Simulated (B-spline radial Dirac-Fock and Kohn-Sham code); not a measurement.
The computed values come from a B-spline atomic structure program: Dirac-Fock densities.

Question: This computed X-ray form factor belongs to an atom or ion in its tabulated ground configuration. Which?

| sin θ/λ (Å⁻¹) | f₀ |
| --- | --- |
| 0.07 | 49.800 |
| 0.3 | 46.525 |
| 0.37 | 44.867 |
| 0.84 | 30.888 |
| 1.26 | 21.393 |
| 1.55 | 17.710 |
| 1.89 | 15.092 |
| 2.32 | 12.647 |
| 3.48 | 7.407 |

Answer: Os²⁶⁺, with 50 electrons in [Kr] 4d10 4f4. f₀ tends to the number of electrons as s goes to zero, which the first rows give only roughly, and the rate of fall reflects the nuclear charge, 76.

Question: This computed X-ray form factor belongs to an atom or ion in its tabulated ground configuration. Which?

| sin θ/λ (Å⁻¹) | f₀ |
| --- | --- |
| 0.07 | 49.440 |
| 0.16 | 47.228 |
| 0.23 | 44.642 |
| 0.32 | 40.723 |
| 0.45 | 34.903 |
| 0.75 | 24.494 |
| 0.89 | 21.360 |
| 1.06 | 18.658 |
| 1.48 | 14.491 |

Answer: Nd¹⁰⁺, with 50 electrons in [Kr] 4d10 4f2 5s2. f₀ tends to the number of electrons as s goes to zero, which the first rows give only roughly, and the rate of fall reflects the nuclear charge, 60.
